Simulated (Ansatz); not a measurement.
`C[CH2][Mg][OH]` + H–F → `C[CH2][Mg][F]` + H₂O at 700 K and 1 bar (ligand exchange at a Mg–O bond).

Program: Ansatz. Geometries: PBE0-D4/def2-TZVP. ΔE: electronic, gas phase. CCSD(T)/CBS adds triple-zeta CCSD(T) − MP2 to the extrapolated MP2 energy (def2 sets, frozen cores). This one scheme is used for every species. For Mg outer-core shells are correlated without core-valence functions, which leaves a few kJ/mol of doubt a bond. One conformer a species, not always the lowest.

| species | CCSD(T)/CBS energy (Eh) | H − E (kJ/mol) | S (J/(mol·K)) |
| --- | --- | --- | --- |
| `C[CH2][Mg][OH]` | -354.82367 | 272.9 | 458.9 |
| H–F | -100.39570 | 45.2 | 198.5 |
| `C[CH2][Mg][F]` | -378.86278 | 236.7 | 416.7 |
| H₂O | -76.37941 | 80.5 | 218.4 |

H − E and S are ideal-gas, rigid-rotor, harmonic terms from PBE0-D4/def2-TZVP, for one conformer and one mirror image of each species. 1 Eh = 2625.50 kJ/mol, R = 8.31446 J/(mol·K).

Q: By hand: ΔE, ΔH, ΔS and ΔG.

A: ΔE = (-378.86278) + (-76.37941) − (-354.82367) − (-100.39570) = -0.02282 Eh = -59.9 kJ/mol. Δ(H − E) = 236.7 + 80.5 − 272.9 − 45.2 = -0.9, so ΔH = -60.8 kJ/mol. ΔS = 416.7 + 218.4 − 458.9 − 198.5 = -22.3 J/(mol·K). ΔG = -60.8 − 700 × (-22.3)/1000 = -45.2 kJ/mol.

Q: By hand: the equilibrium constant, and the temperature at which ΔG would vanish if ΔH and ΔS stayed fixed.

A: log₁₀ K = −ΔG/(RT ln 10) = 3.4. ΔG = 0 at ΔH/ΔS = 2726 K, far beyond where these terms or the molecules hold.

ΔH outweighs TΔS. A doubt of 5 kJ/mol in ΔE shifts log₁₀ K by 0.4 here. Other conformers and mirror images would add mixing entropy, several J/(mol·K) or more a flexible species. These are equilibria of isolated gas molecules and say nothing of rates. Largest T1 diagnostic: 0.010 (customary marks: 0.02 for closed shells, 0.045 for open ones).
